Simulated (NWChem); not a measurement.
Molecule: Si$_{2}$SbH$_{7}$; SMILES [SiH3][SbH][SiH3]

Not confirmed as a minimum by frequencies. def2 effective core potentials on Sb; no spin-orbit coupling.

Q: Give the equilibrium geometry at PBE-D3(BJ)/def2-SVP with def2 effective core potentials on Sb (NWChem) as a list of bonds and angles, with the point group.

A: point group Cs; any orientation.
Bonds (Å): Sb1–H2 1.736, Sb1–Si3 2.602, Sb1–Si7 2.602, Si3–H4 1.505, Si3–H5 1.506, Si3–H6 1.505, Si7–H8 1.505, Si7–H9 1.505, Si7–H10 1.506. Angles (°): H2–Sb1–Si3 90.2, H2–Sb1–Si7 90.2, Si3–Sb1–Si7 89.4, Sb1–Si3–H4 112.6, Sb1–Si3–H5 108.3, Sb1–Si3–H6 109.7, H4–Si3–H5 108.8, H4–Si3–H6 109.0, H5–Si3–H6 108.5, Sb1–Si7–H8 112.6, Sb1–Si7–H9 109.7, Sb1–Si7–H10 108.3, H8–Si7–H9 109.0, H8–Si7–H10 108.8, H9–Si7–H10 108.5.
